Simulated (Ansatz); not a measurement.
Start from `[OH][Ti]([OH])([OH])[Cl]` and change one atom or group to get `C#[C][Ti]([OH])([OH])[OH]`.

Ansatz, PBE0-D4/def2-TZVP geometries, multiplicity 1. Each molecule was computed in one conformer, which needn't be the lowest.

Scalar relativity is left out up to krypton.

```tsv
property	`[OH][Ti]([OH])([OH])[Cl]`
HOMO energy (B3LYP/def2-TZVPP) / eV	-8.49
LUMO energy (ωB97M-V/def2-TZVPP) / eV	0.27
LUMO energy (B3LYP/def2-TZVPP) / eV	-2.25
HOMO–LUMO gap (ωB97M-V/def2-TZVPP) / eV	11.30
size of the dipole moment (PBE/def2-TZVPP) / D	2.61
zero-point energy (PBE0-D4/def2-TZVP) / kJ/mol	104.3
```

(1) What does the change do to each property? (Best estimate.)

## Answers

(1) The calculation gave: 
```csv
property,`C#[C][Ti]([OH])([OH])[OH]`,shift
HOMO energy (B3LYP/def2-TZVPP) / eV,-7.53,0.96
LUMO energy (ωB97M-V/def2-TZVPP) / eV,0.32,0.05
LUMO energy (B3LYP/def2-TZVPP) / eV,-2.16,0.09
HOMO–LUMO gap (ωB97M-V/def2-TZVPP) / eV,10.33,-0.97
size of the dipole moment (PBE/def2-TZVPP) / D,2.35,-0.26
zero-point energy (PBE0-D4/def2-TZVP) / kJ/mol,148.2,43.9
```

With PBE0 the HOMO rises by 0.98 eV and the LUMO rises by 0.08 eV, so the gap narrows by about 0.90 eV. PBE moves the HOMO by 0.74 eV and ωB97M-V by 1.01 eV. The zero-point energy changes by 43.9 kJ/mol with +6 modes. Dipoles are sizes alone; their direction can turn.

B3LYP here is the variant with VWN-RPA as its local correlation; programs differ in this.
